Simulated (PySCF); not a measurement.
## Correlation energy of Ne⁺ (neon, charge +1)

[He] 2s2 2p5, 2P determinant. Calculation: PySCF 2.14, in cc-pVDZ-DK; scalar relativity by spin-free X2C-1e. Frozen: 1s2; 7 electrons correlated.

MP2 pair energies summed by pair of shells (mhartree):

| pair | energy | share (%) |
| --- | --- | --- |
| 2p-2p | -86.57 | 64.6 |
| 2s-2p | -40.12 | 29.9 |
| 2s-2s | -7.29 | 5.4 |

Total MP2 correlation energy: -133.97 mhartree.

Same-spin part -33.66 and opposite-spin part -100.31 mhartree; SCS-MP2 scales them by 1/3 and 6/5 to -131.59 mhartree.

| level | correlation energy (mhartree) |
| --- | --- |
| CCSD | -144.24 |
| (T) | -1.02 |
| CCSD(T) | -145.26 |

Diagnostics: T1 = 0.0031, D1 = 0.0051, largest double amplitude 0.038.

Cost of the coupled-cluster step: 0.09 s of wall time on 1 thread of Neoverse-V1 (shared host), for 7 correlated electrons.

Iterations:

```
CC2 = 0
CCSD nocc = (np.int64(4), np.int64(3)), nmo = (13, 13)
frozen orbitals [[0], [0]]
max_cycle = 100
direct = 0
conv_tol = 1e-08
conv_tol_normt = 1e-06
diis_space = 8
diis_start_cycle = 0
Init t2, MP2 energy = -0.133969920589349
Init E_corr(UCCSD) = -0.133969920591446
cycle = 1  E_corr(UCCSD) = -0.142378293058168  dE = -0.00840837247  norm(t1,t2) = 0.0169624
cycle = 2  E_corr(UCCSD) = -0.143804573742575  dE = -0.00142628068  norm(t1,t2) = 0.00410252
cycle = 3  E_corr(UCCSD) = -0.144254478528422  dE = -0.000449904786  norm(t1,t2) = 0.00164755
cycle = 4  E_corr(UCCSD) = -0.144240847025316  dE = 1.36315031e-05  norm(t1,t2) = 0.000377556
cycle = 5  E_corr(UCCSD) = -0.144237888335789  dE = 2.95868953e-06  norm(t1,t2) = 5.45694e-05
cycle = 6  E_corr(UCCSD) = -0.144238955556934  dE = -1.06722115e-06  norm(t1,t2) = 1.00259e-05
cycle = 7  E_corr(UCCSD) = -0.144238923806281  dE = 3.1750653e-08  norm(t1,t2) = 1.3457e-06
cycle = 8  E_corr(UCCSD) = -0.144238930568129  dE = -6.76184839e-09  norm(t1,t2) = 2.2341e-07
UCCSD converged
E(UCCSD) = -128.0474368868697  E_corr = -0.1442389305681293
UCCSD(T) correction = -0.00102356031457499
```
